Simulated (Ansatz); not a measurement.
`B[SiH](Cl)BN` + silanol → `B[SiH](Cl)O[SiH3]` + `BN` at 600 K and 1 bar (cleavage of the Si–B bond).

Gas-phase electronic energies from Ansatz, PBE0-D4/def2-TZVP geometries. CCSD(T)/CBS is the MP2 limit (def2-TZVPP, def2-QZVPP) plus CCSD(T) − MP2 in def2-TZVPP, frozen cores. This one scheme is used for every species. One conformer a species, not always the lowest.

```tsv
species	CCSD(T)/CBS energy (Eh)	H − E (kJ/mol)	S (J/(mol·K))
`B[SiH](Cl)BN`	-856.81167	256.5	468.9
`O[SiH3]`	-366.69042	135.7	307.9
`B[SiH](Cl)O[SiH3]`	-1141.61292	233.2	513.1
`BN`	-81.93499	155.9	270.2
```

H − E and S are ideal-gas, rigid-rotor, harmonic terms from PBE0-D4/def2-TZVP, for one conformer and one mirror image of each species. 1 Eh = 2625.50 kJ/mol, R = 8.31446 J/(mol·K).

By hand: ΔE, ΔH, ΔS and ΔG.

ΔE = (-1141.61292) + (-81.93499) − (-856.81167) − (-366.69042) = -0.04582 Eh = -120.3 kJ/mol. Δ(H − E) = 233.2 + 155.9 − 256.5 − 135.7 = -3.1, so ΔH = -123.4 kJ/mol. ΔS = 513.1 + 270.2 − 468.9 − 307.9 = 6.5 J/(mol·K). ΔG = -123.4 − 600 × (6.5)/1000 = -127.3 kJ/mol.

By hand: the equilibrium constant, and the temperature at which ΔG would vanish if ΔH and ΔS stayed fixed.

log₁₀ K = −ΔG/(RT ln 10) = 11.1. ΔH and −TΔS have one sign here, so there is no such temperature.

The number of gas molecules stays the same, so ΔS is small and ΔH decides. A doubt of 5 kJ/mol in ΔE shifts log₁₀ K by 0.4 here. Other conformers and mirror images would add mixing entropy, several J/(mol·K) or more a flexible species. Modes under 60 cm⁻¹, often nearly free rotors, make the harmonic entropy too high. These are equilibria of isolated gas molecules and say nothing of rates. Largest T1 diagnostic: 0.013 (customary marks: 0.02 for closed shells, 0.045 for open ones).

ΔS is within the doubt of such terms, so its sign, and with it that verdict, could turn.
